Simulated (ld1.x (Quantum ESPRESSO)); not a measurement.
**What one change does to a pseudopotential (I (Z = 53), TM semilocal)**

- Element: iodine (I)
- Generator: ld1.x (Quantum ESPRESSO) 7.5
- Type: norm-conserving Troullier–Martins (semilocal form)
- Functional: LDA (PZ)
- Relativity: scalar-relativistic
- Frozen core: [Ar] 3d10 4s2
- Valence charge: 23
- Reference configuration: 4p6 4d10 5s2 5p5
- Partial waves: 5s (bound): rc 1.55 bohr; 4d (bound): rc 1.00 bohr; 4f channel at -0.15 Ry: rc 1.45 bohr; 4p (bound): rc 0.75 bohr
- Local potential: the p channel
- Core correction: none

Occupied shells without a wave of their own: 5p. They enter only through the test configuration that unscreens the potential.

All-electron outer shells of the reference configuration (LDA (PZ), scalar-relativistic, ld1.x):

| shell | level (eV) | outermost node (bohr) | outermost maximum (bohr) |
| --- | --- | --- | --- |
| 3d | -606.22 | – | 0.23 |
| 4s | -180.16 | 0.37 | 0.68 |
| 4p | -127.33 | 0.37 | 0.72 |
| 4d | -50.33 | 0.35 | 0.78 |
| 5s | -17.65 | 0.88 | 1.70 |
| 5p | -7.25 | 0.96 | 2.02 |

Change: all radii scaled by about 1.34 (s 2.08, p 1.00, d 1.34, f 1.94 bohr).

Cutoffs: the cutoffs (Ry, on a coarse ladder) from which the occupation-weighted sum of valence levels, in a spherical-Bessel basis at the reference potential, stays within 10 and 1 mRy of its value at 400 Ry; they do not see the model core or the augmentation charge, which bear on the density cutoff. Errors are all-electron minus pseudo energies relative to the spin-unpolarised reference configuration.

Predict the effect on cutoff, ghosts and configuration errors.

Of the 9 tests that both files solve, the error grows in 8 and shrinks in 0 by more than 15 % and 0.3 meV (median size 163.9 → 318.6 meV); neither file shows a bound ghost. More of the atom is replaced by a form fitted at one configuration, so other configurations suffer. A semilocal file is local in each channel, so a ghost entry of none says nothing of the separable form that plane-wave codes build from it.

| quantity | base | changed |
| --- | --- | --- |
| cutoff, loose | 260 Ry | 200 Ry |
| cutoff, tight | over 300 Ry | 230 Ry |
| loose cutoff by channel (10 mRy a level) | s 30 Ry, d 100 Ry, p 160 Ry | s 21 Ry, d 90 Ry, p 110 Ry |
| bound ghosts | none | none |
| largest miss of a reference level, eV | 0.13 | 0.26 |
| error for 4p6 4d10 5s2 5p4, meV [ΔE 11.30 eV] | -169 | -325 |
| error for 4p6 4d10 5s2 5p3, meV [ΔE 31.37 eV] | -406 | -781 |
| error for 4p6 4d10 5s2 5p2, meV [ΔE 60.98 eV] | -715 | -1376 |
| error for 4p5 4d10 5s2 5p5, meV [ΔE 136.18 eV] | -52 | -57 |
| error for 4p6 4d10 5s2 5p5.3, meV [ΔE -1.83 eV] | +37 | +72 |
| error for 4p6 4d10 5s1 5p5, meV [ΔE 22.37 eV] | -20 | -36 |
| error for 4p6 4d9 5s2 5p6, meV [ΔE 45.77 eV] | +194 | +383 |
| error for 4p6 4d10 5s2 5p5 (spin-polarised), meV [ΔE -0.12 eV] | +1.0 | +1.6 |
| error for 4p6 4d10 5s2 5p4 (spin-polarised), meV [ΔE 10.74 eV] | -164 | -319 |

Base: The 5p level has no wave, so the channel is fitted at the deeper level alone: the likely source of the large errors. Changed file: The 5p level has no wave, so the channel is fitted at the deeper level alone: the likely source of the large errors.
